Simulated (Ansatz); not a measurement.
Reaction (substitution at a C–C bond): `CCC(CC)(CC)CC` + `C[O][W](=[NH])(=[NH])[OH]` → `C[O][W](=[NH])(=[NH])[O]C` + `CCC(C)(CC)CC`

Computed with Ansatz on PBE0-D4/def2-TZVP structures; ΔE is electronic, products minus reactants. CCSD(T)/CBS adds triple-zeta CCSD(T) − MP2 to the extrapolated MP2 energy (def2 sets, frozen cores). Functionals use def2-TZVPP. HSE06 is defined as in plane-wave codes. Elements past krypton have def2 core potentials. For W outer-core shells are correlated without core-valence functions, which leaves a few kJ/mol of doubt a bond. Each species was taken in one conformer, which may not be the lowest.

```csv
level,ΔE (kJ/mol)
BLYP,27.0
HSE06,40.3
```

Question: What does CCSD(T)/CBS give? (An estimate is asked.)

Answer: The calculation gave: +46.9 kJ/mol. The listed levels differ from it by -19.9, -6.6 kJ/mol.

Largest T1 diagnostic among the species: 0.020.

From PBE to PBE0 (25 % exact exchange), in def2-TZVPP and without D4, ΔE moves by +3.1 kJ/mol. At CCSD(T), def2-SVP lies −13.5 kJ/mol from the extrapolated value and def2-TZVPP −3.2 kJ/mol.

CCSD(T)/CBS has its own doubt, a few kJ/mol and more with outer-core shells, so smaller differences from it don't rank the levels.
